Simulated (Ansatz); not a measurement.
Program: Ansatz 0.2.0.

A structure relaxed at PBE0-D4/def2-TZVP, charge 0, multiplicity 1:

Cartesian coordinates in Å:
```
N -1.1482 -1.4340 -0.0700
B -0.5975 -0.1648 -0.1317
Cl -1.5808 1.2222 -0.6187
O 0.7421 -0.0334 0.2015
C 1.4412 1.1033 0.2019
S 2.9947 1.1850 0.5987
H -2.1081 -1.6230 -0.2934
H -0.6026 -2.2328 0.2050
H 0.8590 1.9774 -0.0933
```

Task: Give its formula and SMILES.

Result: CH3BClNOS, `NB(Cl)OC=S`.

Task: Point group (tolerance 0.08 Å, 0.16 Å for H)?

Result: Cs.

Task: Summarise the bond lengths by kind.

Result: 1 × B–N 1.385 Å; 2 × H–N 1.004 to 1.006 Å; 1 × B–Cl 1.769 Å; 1 × B–O 1.387 Å; 1 × C–O 1.335 Å; 1 × C–S 1.605 Å; 1 × C–H 1.091 Å.
